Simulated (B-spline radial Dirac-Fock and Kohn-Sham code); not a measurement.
Model: Dirac-Fock orbitals of the configuration average with a finite nucleus. Program: a radial atomic solver.

Q: This computed X-ray form factor belongs to an atom or ion in its tabulated ground configuration. Which?

```tsv
sin θ/λ (Å⁻¹)	f₀
0.2	43.809
0.5	32.633
0.6	29.040
0.8	23.325
0.9	21.223
1	19.540
1.8	11.988
2	10.518
5	3.534
```

A: Nd¹³⁺, with 47 electrons in [Kr] 4d10 5s1. f₀ tends to the number of electrons as s goes to zero, which the first rows give only roughly, and the rate of fall reflects the nuclear charge, 60.
